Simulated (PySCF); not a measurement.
W(O)2(OH)2 (H2O4W), SMILES [O]=[W]([OH])(=[O])[OH], multiplicity 1. Atoms are numbered in the order given.

```xyz
7

W      0.0000     0.0000     0.0275
O     -0.1953    -1.3719     1.0403
O      0.1953     1.3719     1.0403
O      1.5456    -0.2350    -1.0328
H      2.3301     0.3274    -1.0767
O     -1.5456     0.2350    -1.0328
H     -2.3301    -0.3274    -1.0767
```

Geometry: r2SCAN-D4/def2-SVP. The multiplicity is an assumed one; other spin states were not compared. The isomer is the one that the SMILES or the coordinates give; other isomers of the formula were not compared. The def2 effective core potentials stand for the cores of W; spin–orbit coupling is left out. One conformer was computed; it need not be the lowest.

The numbers are results of PBE/def2-TZVP run with PySCF, not measurements.

ESP charges are fitted to the potential on shells at 1.4 to 2.0 van der Waals radii. Atomic charges (e):

| atom | Mulliken | ESP fit |
|---|---|---|
| W1 | 1.36 | 1.33 |
| O2 | -0.44 | -0.47 |
| O3 | -0.44 | -0.47 |
| O4 | -0.59 | -0.62 |
| H5 | 0.35 | 0.43 |
| O6 | -0.59 | -0.62 |
| H7 | 0.35 | 0.43 |
